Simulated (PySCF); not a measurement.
Computed shifts of a molecule C3H4ClF, PySCF with PBE/pcSseg-1, GIAO, gas phase, atoms alike by connectivity averaged where their shifts nearly agree, in ppm (number of nuclei): ¹³C: 161.3 (1), 107.6 (1), 16.0 (1). ¹⁹F: -93.7 (1). ¹H: 4.98 (1), 2.11 (3). References: ¹³C against TMS (σ = 182.0 ppm); ¹⁹F against CFCl3 (σ = 133.6 ppm); ³⁵Cl against HCl (σ = 936.5 ppm); ¹H against TMS (σ = 31.49 ppm), references at their B3LYP-D3(BJ)/def2-TZVP geometries, non-relativistic (without spin–orbit terms, shifts of atoms bonded to Cl or Br come out too high). Coordinates come from a B3LYP-D3(BJ)/def2-SVP optimisation. Other conformers were not sampled.

Task: Pick the molecule that these values belong to.
A) C/C(Cl)=C\F
B) C/C=C(\F)Cl
C) F[C@@H]1C[C@H]1Cl
D) C/C(F)=C\Cl

Result: B, C/C=C(\F)Cl
